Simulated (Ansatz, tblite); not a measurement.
Removing and adding an electron: ZrSi₄O₄H₁₂ (relaxed from a model of Zr(OSiH3)4, whose bonding it doesn't keep). The state is a singlet with charge 0. Geometry: PBE0-D4/def2-SVP. Ansatz, gas phase; energy differences of separate SCF runs; the oxidised species was run as a doublet alone; the reduced species was run as a doublet alone.

```xyz
21

Zr    0.000    0.000    0.000
O     1.705   -0.365   -0.860
Si    3.158   -0.670   -1.604
H     4.275   -0.104   -0.789
H     3.176   -0.041   -2.958
H     3.356   -2.144   -1.748
O     0.187   -0.205    1.924
Si    0.346   -0.394    3.566
H     1.678    0.118    4.010
H     0.235   -1.840    3.923
H    -0.730    0.366    4.271
O    -1.337   -1.248   -0.658
Si   -2.488   -2.311   -1.208
H    -3.045   -1.830   -2.508
H    -3.597   -2.419   -0.213
H    -1.879   -3.661   -1.406
O    -0.554    1.818   -0.407
Si   -1.016    3.375   -0.754
H    -1.645    3.429   -2.108
H     0.177    4.274   -0.736
H    -2.002    3.852    0.262
```

In the def2 sets Zr takes a core potential; there is no spin–orbit coupling. The xTB rows come from tblite.

(1) Estimate orbital energies and vertical ionisation energies and electron affinities at: GFN1-xTB; GFN2-xTB; PBE-D4/def2-TZVP; PBE0-D4/def2-TZVP.

Answers

(1) 
```
            level  −HOMO (eV)  vertical IE (eV)  −LUMO (eV)  vertical EA (eV)  HOMO–LUMO gap (eV)  IE − EA (eV)                       remarks
         GFN1-xTB       11.97             13.53        8.90              6.25                3.07          7.27                             –
         GFN2-xTB       11.08             12.72        6.77              4.29                4.31          8.43                             –
 PBE-D4/def2-TZVP        7.27                 –        1.43             -0.11                5.84             –  HOMO above zero (-1 doublet)
PBE0-D4/def2-TZVP        8.70             10.05        0.69             -0.39                8.01         10.44  HOMO above zero (-1 doublet)
```

Run but left out: PBE-D4/def2-TZVP (charge +1 doublet: an occupied level 0.04 eV above an empty one).   A HOMO above zero means that the electron is unbound at that level or that self-interaction error raises the level; the energy of removing that electron tells which. Raw xTB energy differences between charge states are shifted by several eV; the methods need an empirical correction for them. Sets without diffuse functions give affinities that are too small. A negative affinity means that the extra electron isn't bound; its size then hangs on the basis.
